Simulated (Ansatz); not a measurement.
Stepwise reaction of `C[N](C)[In]([Cl])[N](C)C` with ammonia, as a gas-phase model of exchange steps in deposition or etching. ΔE in kJ/mol.

Gas-phase electronic energies from Ansatz, PBE0-D4/def2-TZVP geometries. CBS: MP2 limit from def2 TZ/QZ plus the TZ coupled-cluster correction, frozen cores. This one scheme is used for every species. DFT in def2-TZVPP. B3LYP here is the variant with VWN-RPA as its local correlation; programs differ in this. def2 core potentials past Kr. For In outer-core shells are correlated without core-valence functions, which leaves a few kJ/mol of doubt a bond. Each species was taken in one conformer, which may not be the lowest.

```csv
step,reaction,PBE-D4,B3LYP-D4,ωB97M-V,CCSD(T)/CBS
1,`C[N](C)[In]([Cl])[N](C)C` + NH₃ → `C[N](C)[In]([NH2])[Cl]` + `CNC`,-4.5,-4.3,-7.2,-0.6
2,`C[N](C)[In]([NH2])[Cl]` + NH₃ → `[NH2][In]([NH2])[Cl]` + `CNC`,-2.2,-2.5,-5.3,1.4
```

Question: By hand: ΔE of the 2 steps together at CCSD(T)/CBS.

Answer: (-0.6) + (1.4) = 0.8 kJ/mol, or 0.4 kJ/mol a step.

In ΔE the steps differ by no more than 2.0 kJ/mol. PBE-D4 differs from CCSD(T)/CBS by -3.9 to -3.6 kJ/mol a step. Only this route is followed, and other bonds may react first. Isolated molecules leave out the surface, adducts and barriers. Largest T1 diagnostic: 0.014.
